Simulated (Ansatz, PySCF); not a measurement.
C2H6FNSi, neutral, multiplicity 1. Atoms are numbered in the order given.

```xyz
11

Si    -0.8285     0.8905     0.0000
F      0.4830     1.9232     0.0000
N      0.0263    -0.6361     0.0000
C     -0.7413    -1.8699     0.0000
C      1.4687    -0.8145     0.0000
H     -0.5199    -2.4903    -0.8984
H     -0.5199    -2.4903     0.8984
H     -1.8288    -1.6433     0.0000
H      1.8037    -1.3833     0.8974
H      1.8037    -1.3833    -0.8974
H      1.9644     0.1740     0.0000
```
Charge 0, spin multiplicity 1.

Geometry: PBE-D3(BJ)/def2-SVP. Other conformers were not sampled.

Vertical ionisation energy (IE) and electron affinity (EA) in eV. Rows of orbital energies are one-electron estimates. Where ΔSCF, EOM or ADC give a negative EA the extra electron is unbound and the value depends on the basis.

```json
[
 {"level": "−ε(HOMO), −ε(LUMO), HF/def2-TZVP (PySCF)", "IE": "9.84", "EA": "-1.71"},
 {"level": "−ε(HOMO), −ε(LUMO), PBE/def2-TZVP (PySCF)", "IE": "?", "EA": "?"},
 {"level": "ΔSCF, CAM-B3LYP/def2-SVPD (Ansatz), final states of multiplicity 2 and 2", "IE": "9.26", "EA": "-0.57"},
 {"level": "ΔSCF, PBE/def2-SVPD (Ansatz), final states of multiplicity 2 and 2", "IE": "9.01", "EA": "-0.61"}
]
```

Task: Some entries are withheld; supply them. (The exact figures need the calculation; the answer reports its results.)

Result: 
- −ε(HOMO), −ε(LUMO), PBE/def2-TZVP (PySCF), IE: 5.98
- −ε(HOMO), −ε(LUMO), PBE/def2-TZVP (PySCF), EA: 2.03

Task: What vertical singlet–triplet gap does ΔSCF give with CAM-B3LYP/def2-SVPD (Ansatz, an electronic-structure program) and with PBE/def2-SVPD (Ansatz)? (Estimate from the structure and the level; the computed values follow.)

Result: 3.35 and 3.24 eV (triplet above singlet where positive).
